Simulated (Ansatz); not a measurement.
System: ReO (charge 0, sextet). The spin state was set by rule; other spins were not relaxed. 
Coordinates optimised at B3LYP-D3(BJ)/def2-TZVP (Ansatz, a quantum-chemistry and plane-wave program):
SMILES: [O]=[Re]
```xyz
2

Re     0.0000     0.0000    -0.1682
O      0.0000     0.0000     1.5769
```
Charge 0, spin multiplicity 6.

Basis-set convergence of Hartree-Fock and CCSD correlation energies (hartree) with Ansatz. Correlated levels leave the core frozen unless marked. Open shells are spin-unrestricted. No spin-orbit coupling. The frozen core is the preceding noble-gas configuration, with the filled d and f shells of earlier blocks. Past Kr the def2 sets carry scalar-relativistic core potentials.

```json
[
 {"basis": "def2-SVP", "functions": "46", "E(HF)": "-152.28185", "E(corr, CCSD)": "-0.31496"},
 {"basis": "def2-TZVPP", "functions": "87", "E(HF)": "-152.40143", "E(corr, CCSD)": "-0.39234"},
 {"basis": "def2-QZVPP", "functions": "145", "E(HF)": "-152.40719", "E(corr, CCSD)": "-0.41508"}
]
```

Extrapolating the two largest sets (X = 3 and 4) as X^-3: E(corr) = (64·(-0.41508) - 27·(-0.39234))/37 = -0.4317 Eh, an estimate of the basis-set limit. The largest set recovers 96.2 % of it, the smallest 73.0 %.
